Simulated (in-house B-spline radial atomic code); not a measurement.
# Ionising Ne7+ with different functionals

Computed with a radial B-spline atomic code at the basis-set limit: non-relativistic Hamiltonian, point nucleus, spin-polarised at highest spin, spherical fractional occupations for the functionals, and exact exchange of hybrids averaged over the configuration. The ionisation energy is the difference of two self-consistent energies, [He] 2s1 → 1s2, without Breit or QED terms; ε is the level of the shell that loses the electron (its least bound occupied spin orbital).

| method | rung | ΔSCF (eV) | -ε(2s) (eV) |
| --- | --- | --- | --- |
| PBE0 | global hybrid | 239.40 | 229.27 |
| B3LYP | global hybrid | 239.85 | 228.70 |
| TPSSh | global hybrid | ? | ? |
| M06-2X | global hybrid | 239.61 | 232.73 |
| BHandHLYP | global hybrid | 239.71 | 232.51 |
| r2SCAN0 | global hybrid | 238.60 | 229.80 |
| B97-1 | global hybrid | 239.16 | 228.65 |
| HSE06 | range-separated hybrid | ? | ? |
| wB97X | range-separated hybrid | 237.19 | 231.52 |
| CAM-B3LYP | range-separated hybrid | 239.72 | 230.66 |
| LC-wPBE | range-separated hybrid | 239.65 | 231.81 |

What does TPSSh give?

ΔSCF 239.31 eV, and -ε(2s) = 227.73 eV.

What does HSE06 give?

ΔSCF 239.39 eV, and -ε(2s) = 228.84 eV.

Among the functionals, which spreads more, the ΔSCF values or the orbital energies?

The orbital energies: ΔSCF values span about 2.66 eV and the orbital energies 5.01 eV.

How do they compare with the NIST value?

NIST lists 239.097 eV ± 0.0019 (semi-empirical, ground level to ground level). Errors run from -1.91 to +0.75 eV; B97-1 is closest (+0.06 eV), but part of that can be cancellation, since the calculations leave out relativity, Breit-QED terms.
